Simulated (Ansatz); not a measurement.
Basis sets compared for Si(iPr)Cl3 (C3H7Cl3Si). Charge 0, multiplicity 1. Geometry PBE-D4/def2-SVP. Ansatz on 2 threads of AMD EPYC 7R13 on a shared host and a share (18 GiB) of an NVIDIA H100 80GB HBM3; times are rough, and most runs start from earlier orbitals.

| atom | x (Å) | y (Å) | z (Å) |
| --- | --- | --- | --- |
| Si1 | 1.2199 | 1.0784 | -0.0020 |
| C2 | -0.4116 | 0.1529 | 0.1845 |
| C3 | -0.2564 | -1.0534 | 1.1249 |
| C4 | -0.9786 | -0.2354 | -1.1912 |
| H5 | -1.0873 | 0.9015 | 0.6591 |
| H6 | 0.1213 | -0.7540 | 2.1229 |
| H7 | 0.4495 | -1.7990 | 0.7035 |
| H8 | -1.2342 | -1.5598 | 1.2669 |
| H9 | -1.9669 | -0.7280 | -1.0759 |
| H10 | -1.1120 | 0.6472 | -1.8484 |
| H11 | -0.3061 | -0.9486 | -1.7115 |
| Cl12 | 1.9694 | 1.6398 | 1.8471 |
| Cl13 | 0.9682 | 2.7888 | -1.1455 |
| Cl14 | 2.6248 | -0.1305 | -0.9344 |

Binding counts from free atoms (Si triplet, C triplet, H doublet, Cl doublet) in the same basis, without a counterpoise term.

```
           level  functions  energy (Eh)  HOMO (eV)  LUMO (eV)  binding per atom (eV)  wall time
 PBE-D4/def2-SVP        149   -1787.3190      -7.28      -0.72                   4.00      2.5 s
PBE0-D4/def2-SVP        149   -1787.4889      -8.63       0.27                   3.96        4 s
```

Task: Estimate the rows for PBE-D4/def2-TZVP, PBE0-D4/def2-TZVP.

Result: 
```
            level  functions  energy (Eh)  HOMO (eV)  LUMO (eV)  binding per atom (eV)  wall time
 PBE-D4/def2-TZVP        283   -1788.0332      -7.39      -1.12                   3.98       18 s
PBE0-D4/def2-TZVP        283   -1788.1934      -8.66      -0.12                   3.94       14 s
```
